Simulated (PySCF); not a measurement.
Ionisation energy of Ge by level of theory

Ge [Ar] 3d10 4s2 4p2 (3P) → Ge+ [Ar] 3d10 4s2 4p1 (2P), as a difference of total energies. All numbers are calculated (PySCF 2.14, scalar relativity through the core potential, in aug-cc-pVQZ-PP with ECP10MDF). Correlated levels: valence: 3s2 3p6 3d10 frozen. The calculations carry no spin-orbit coupling.

```json
{"method": "UHF", "ionisation energy (eV)": "7.402"}
{"method": "LDA", "ionisation energy (eV)": "7.966"}
{"method": "PBE", "ionisation energy (eV)": "7.850"}
{"method": "PBE0", "ionisation energy (eV)": "7.890"}
{"method": "r2SCAN", "ionisation energy (eV)": "8.022"}
{"method": "HSE06", "ionisation energy (eV)": "7.887"}
{"method": "M06-2X", "ionisation energy (eV)": "7.688"}
{"method": "CAM-B3LYP", "ionisation energy (eV)": "7.843"}
{"method": "M06", "ionisation energy (eV)": "7.619"}
{"method": "MP2 (valence)", "ionisation energy (eV)": "7.782"}
{"method": "SCS-MP2 (valence)", "ionisation energy (eV)": "7.704"}
```

Task: How much does correlation contribute at MP2 (valence)?

Result: 7.782 − (7.402) = 0.380 eV, measured against UHF.

Errors of the correlated levels include the incompleteness of this basis and the frozen core.

For comparison: 7.925 eV (measured; NIST levels, between the centres of gravity of the two terms).
